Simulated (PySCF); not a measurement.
**Partial charges of `CS/C(=C\F)[C@@H](C)C(C)=S`**

Compound: C7H11FS2.
Z-matrix (Å and degrees, GFN2-xTB geometry), rows numbered from 1:
```
C 
S   1  1.8135
C   2  1.7624  1  106.02
C   3  1.3283  2  129.02  1    -2.07
F   4  1.3471  3  125.24  2    -2.36
C   3  1.5200  2  111.40  1   176.71
C   6  1.5257  3  111.71  2   119.60
C   6  1.5067  3  106.98  2  -115.20
C   8  1.4874  6  115.67  3    78.20
S   8  1.6219  6  122.59  3  -100.71
H   1  1.0852  2  109.91  3   -59.58
H   1  1.0862  2  105.46  3  -178.39
H   1  1.0846  2  109.94  3    62.85
H   4  1.0801  3  123.22  2   177.70
H   6  1.0965  3  106.87  2     0.45
H   7  1.0856  6  110.95  3    64.03
H   7  1.0873  6  109.71  3  -176.24
H   7  1.0867  6  109.97  3   -56.50
H   9  1.0893  8  110.74  6   -39.83
H   9  1.0866  8  111.04  6  -162.58
H   9  1.0917  8  109.17  6    78.05
```

Density: PBE0/pcSseg-1 (PySCF); schemes: Mulliken, IAO, Hirshfeld and ESP-fitted. The structure is a single GFN2-xTB conformer in the gas phase; no vibrational or solvent corrections.

Task: Tabulate the Mulliken, IAO, Hirshfeld and ESP-fitted charges.

Result: In e; atoms taken as equivalent share a row and are averaged (×n: the atom named and its like, n in all):

```csv
atom,environment,Mulliken,IAO,Hirshfeld,ESP-fitted
C1,S-methyl carbon,-0.371,-0.505,-0.121,-0.376
S2,sulfide sulfur,+0.060,+0.157,+0.038,-0.137
C3,fully substituted alkene carbon,-0.432,-0.164,-0.035,-0.146
C4,vinylic C–F carbon,+0.379,+0.099,+0.020,+0.204
F5,vinyl fluorine,-0.285,-0.272,-0.071,-0.197
C6,allylic carbon,-0.236,-0.114,-0.027,+0.134
C7,methyl carbon,-0.136,-0.412,-0.127,-0.424
C8,thiocarbonyl carbon,-0.312,-0.012,+0.065,+0.149
C9,methyl carbon,-0.123,-0.436,-0.124,-0.440
S10,thiocarbonyl sulfur,-0.065,-0.104,-0.103,-0.229
H11/H12/H13,methyl hydrogen,+0.160,+0.169,+0.048,+0.171
H14,vinylic hydrogen,+0.113,+0.163,+0.047,+0.098
H15,methine hydrogen,+0.131,+0.150,+0.043,+0.091
H16/H17/H18,methyl hydrogen,+0.124,+0.149,+0.036,+0.112
H19/H20/H21,methyl hydrogen,+0.142,+0.166,+0.047,+0.140
```

Mean size of the charges over all atoms: IAO 0.192 e, Mulliken 0.187 e, ESP-fitted 0.186 e, Hirshfeld 0.058 e. Each set sums to the total charge, 0, to within 0.001 e. The IAO scheme counts the electrons in orthogonalised intrinsic atomic orbitals, a minimal basis polarised so that it spans the occupied orbitals exactly. The ESP scheme fits charges at the nuclei, held to the total charge, to the electrostatic potential on points at 1.4 to 2.0 times the van der Waals radii.

Some averages cover members that differ in this geometry: H16/H17/H18, ESP-fitted +0.085 to +0.136; H19/H20/H21, ESP-fitted +0.122 to +0.164; H11/H12/H13, ESP-fitted +0.161 to +0.190 e.

Lowest charge. The schemes don't all agree: Mulliken C3 (-0.432); IAO C1 (-0.505); Hirshfeld C7 (-0.127); ESP-fitted C9 (-0.440).

Highest charge. The schemes don't all agree: Mulliken C4 (+0.379); IAO H11/H12/H13 (+0.169); Hirshfeld C8 (+0.065); ESP-fitted C4 (+0.204).

Task: How many electrons does the ESP-fitted scheme count on C7?

Result: Z − q = 6 − (-0.424) = 6.424.

Task: How closely do the schemes follow one another over all atoms?

Result: Correlation coefficient and root-mean-square difference: IAO with Hirshfeld 0.94, 0.164 e; Hirshfeld with ESP-fitted 0.92, 0.153 e; IAO with ESP-fitted 0.88, 0.107 e; Mulliken with IAO 0.77, 0.149 e; Mulliken with Hirshfeld 0.62, 0.180 e; Mulliken with ESP-fitted 0.62, 0.186 e.

The run behind these numbers computed NMR shieldings as well. Hardware: one thread, Arm Neoverse V1 (aarch64), shared host with 32 logical CPUs at a one-minute load of 20. Cost: 63 s wall, 1.1 GiB resident at most.
